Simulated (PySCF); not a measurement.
Cl2HOZr, SMILES [OH][Zr]([Cl])[Cl] (connectivity only; charge and spin as stated), neutral, multiplicity 2. Atoms are numbered in the order given.

```xyz
5

Zr     0.0000     0.0000     0.2501
Cl     0.0000     2.0606    -0.8892
Cl     0.0000    -2.0606    -0.8892
O      0.0000     0.0000     2.1414
H      0.0000     0.0000     3.0995
```
Charge 0, spin multiplicity 2.

Coordinates come from a PBE0-D3(BJ)/def2-SVP optimisation. The multiplicity is an assumed one; other spin states were not compared. The isomer is the one that the SMILES or the coordinates give; other isomers of the formula were not compared. The def2 effective core potentials stand for the cores of Zr; spin–orbit coupling is left out. The values are those of a single conformer.

All values below come from TDA-CAM-B3LYP/def2-SVPD in PySCF 2.14.0.

Vertical excitations. 

```json
[
 {"state": "root 1", "energy (eV)": "1.05", "λ (nm)": "1181", "f": "0.000", "main pairs": "α HOMO→LUMO 99 %"},
 {"state": "root 2", "energy (eV)": "1.58", "λ (nm)": "787", "f": "0.000", "main pairs": "α HOMO→LUMO+1 96 %"},
 {"state": "root 3", "energy (eV)": "2.62", "λ (nm)": "473", "f": "0.005", "main pairs": "α HOMO→LUMO+2 96 %"},
 {"state": "root 4", "energy (eV)": "2.88", "λ (nm)": "430", "f": "0.003", "main pairs": "α HOMO→LUMO+5 97 %"},
 {"state": "root 5", "energy (eV)": "4.44", "λ (nm)": "279", "f": "0.002", "main pairs": "α HOMO→LUMO+3 88 %"},
 {"state": "root 6", "energy (eV)": "4.52", "λ (nm)": "274", "f": "0.229", "main pairs": "α HOMO→LUMO+4 91 %"},
 {"state": "root 7", "energy (eV)": "5.45", "λ (nm)": "227", "f": "0.014", "main pairs": "α HOMO→LUMO+6 90 %"},
 {"state": "root 8", "energy (eV)": "5.74", "λ (nm)": "216", "f": "0.022", "main pairs": "α HOMO→LUMO+7 91 %"},
 {"state": "root 9", "energy (eV)": "5.90", "λ (nm)": "210", "f": "0.000", "main pairs": "α HOMO−1→LUMO 89 %"},
 {"state": "root 10", "energy (eV)": "5.93", "λ (nm)": "209", "f": "0.001", "main pairs": "β HOMO→LUMO 95 %"}
]
```
Unrestricted roots are not spin-pure.
